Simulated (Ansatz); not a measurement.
Ideal-gas functions of CH5BOSi, SMILES `[SiH3]B1CO1` at 600 K and 1 bar, from an Ansatz frequency run at PBE0-D4/def2-TZVP.

Molar mass 71.95 g/mol, point group Cs (symmetry number 1), electronic degeneracy 1, moments of inertia 24.539, 173.447, 188.737 u Å². Harmonic wavenumbers (cm⁻¹, unscaled): 61, 196, 232, 430, 573, 581, 823, 881, 887, 932, 943, 979, 1112, 1177, 1447, 1542, 2222, 2227, 2235, 3119, 3205.

Use S(trans) = R[1.5 ln M + 2.5 ln T − 1.1517]; rotational temperatures θ = 24.2544 K / I; S(rot) = R[ln(√π/σ · √(T³/θAθBθC)) + 1.5]; for each mode x = 1.438777 ν̃/T, S = R[x/(eˣ − 1) − ln(1 − e⁻ˣ)] and H = RT x/(eˣ − 1); 1 cm⁻¹ = 0.0119627 kJ/mol; R = 8.31446 J/(mol·K).

Q: By hand: the entropy, in J/(mol·K).

A: Translation 176.7. Rotation: θ = 0.9884, 0.1398, 0.1285 K, giving 113.8. Vibration, mode by mode: 24.30, 14.67, 13.30, 8.42, 6.30, 6.20, 3.89, 3.49, 3.45, 3.17, 3.10, 2.90, 2.25, 1.99, 1.19, 0.99, 0.26, 0.25, 0.25, 0.04, 0.03, in all 100.4. Electronic 0.0. Sum 390.9 J/(mol·K).

Q: By hand: H − E and G − E in kJ/mol, counted from the electronic energy.

A: Zero-point energy ½ × 25804 × 0.0119627 = 154.3; thermal vibration 31.4; translation, rotation and pV give 4 RT = 20.0. H − E = 205.7 kJ/mol, and G − E = 205.7 − 600 × 390.9/1000 = -28.8 kJ/mol.

Vibration gives 26 % of the entropy, 24.3 J/(mol·K) of it from the mode under 150 cm⁻¹: soft modes count most, and the harmonic formula is weakest for them.
